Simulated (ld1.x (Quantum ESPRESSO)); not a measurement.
## Reading a pseudo-wave (Fe)

Columns: radius, all-electron u(r) and pseudo u(r) of the 4p shell (level -1.44 eV) of iron in the configuration [Ar] 3d6 4s2 4p0; LDA (PZ), scalar-relativistic, TM semilocal scheme, ld1.x (Quantum ESPRESSO) 7.5.

```
r (bohr)  all-electron  pseudo
   0.173        0.0981  0.0037
   0.345       -0.0532  0.0146
   0.518       -0.1651  0.0325
   0.690       -0.1738  0.0568
   0.862       -0.1181  0.0870
   1.035       -0.0347  0.1226
   1.208        0.0546  0.1622
   1.380        0.1387  0.2046
   1.553        0.2142  0.2489
   1.725        0.2789  0.2929
   1.898        0.3336  0.3356
   2.070        0.3783  0.3749
   2.242        0.4144  0.4096
   2.415        0.4429  0.4390
   2.588        0.4646  0.4621
   2.760        0.4801  0.4790
   2.932        0.4905  0.4901
   3.105        0.4965  0.4964
   3.278        0.4985  0.4985
   3.450        0.4972  0.4972
   3.623        0.4931  0.4931
   3.795        0.4867  0.4867
   3.968        0.4782  0.4782
   4.140        0.4682  0.4682
   4.312        0.4568  0.4568
   4.485        0.4443  0.4443
```

Question: How many radial nodes do the two functions have?

Answer: The all-electron 4p function has n − l − 1 = 2; the pseudo-wave has 0, since the states of the same l below it are removed with the core.

Question: At about which radius was the pseudo-wave matched?

Answer: 3.45 bohr. The columns agree to 0.0005 from 2.93 bohr on; several derivatives are matched, so the curves merge somewhat inside the radius.

Question: Where does each function peak?

Answer: Outermost all-electron maximum near 3.28 bohr, pseudo maximum near 3.28 bohr (to the table’s step).

Question: Is the pseudo-wave norm-conserving?

Answer: Yes: the TM semilocal scheme keeps the norm inside the radius equal to the all-electron one, which fixes the energy derivative of the logarithmic derivative at the level.
